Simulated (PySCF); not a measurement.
CH₆AlNO₂, SMILES C[O][Al]([NH2])[OH].

The structure is a stationary point at PBE0-D3(BJ)/def2-SVP. The structure was generated by enumeration; whether it is a known compound was not checked. The values are those of a single conformer.

Two levels are set side by side: TDA-PBE/def2-SVPD (PySCF) and TDA-CAM-B3LYP/def2-SVPD (PySCF). Vertical, same geometry. The lowest singlet is HOMO→LUMO 99 % with PBE and HOMO→LUMO 91 % with the other functional; states are paired by order. Differences are taken from unrounded values.

```csv
quantity,TDA-PBE
lowest singlet excitation (eV),4.73
lowest triplet excitation (TDA) (eV),4.52
first bright state (f over 0.05) (eV),6.51
its oscillator strength,0.07
```

Q: These are the TDA-PBE values. What does TDA-CAM-B3LYP give? (Estimate from the structure and the level; the computed values follow.)

A: 
```tsv
quantity	TDA-CAM-B3LYP	TDA-PBE minus TDA-CAM-B3LYP
lowest singlet excitation (eV)	5.77	-1.03
lowest triplet excitation (TDA) (eV)	5.41	-0.89
first bright state (f over 0.05) (eV)	7.70	-1.19
its oscillator strength	0.06	0.01
```

A lower first singlet is the usual sign of a functional without exact exchange. Differences between two approximate levels are no errors against the true value.

Rough cost on one machine, each run with all the roots and properties that it gave: TDA-CAM-B3LYP against TDA-PBE about 4 times.
